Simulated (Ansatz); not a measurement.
```xyz
12

B    -0.3280    1.3472    0.9110
N    -0.1310    0.1645    0.2089
C    -0.8730   -1.0513    0.4960
Ge    1.1096    0.0338   -1.1721
H     0.3162    2.3171    0.6260
H    -1.1421    1.3753    1.7932
H    -1.5693   -0.8725    1.3165
H    -0.2033   -1.8688    0.7846
H    -1.4465   -1.3842   -0.3760
H     2.1167   -1.0715   -0.8052
H     1.7924    1.3922   -1.3326
H     0.3583   -0.3818   -2.4503
```

Total charge 0; spin multiplicity 1.

Question: List the PBE/def2-TZVPP orbital energies in eV (Ansatz 0.2.0). (Best estimate.)

Answer: The calculation gave: Occupied: -10804.76, -1338.11, -1191.53, -1191.52, -1191.52, -380.81, -269.73, -176.29, -162.72, -114.18, -114.14, -114.14, -30.05, -29.99, -29.97, -29.92, -29.92, -22.02, -16.68, -14.16, -12.26, -10.88, -10.84, -9.73, -8.60, -8.59, -8.34, -7.20, -6.59. Lowest empty: -0.88, -0.39, 0.11, 0.66, 0.88, 1.20, 2.05, 2.19.
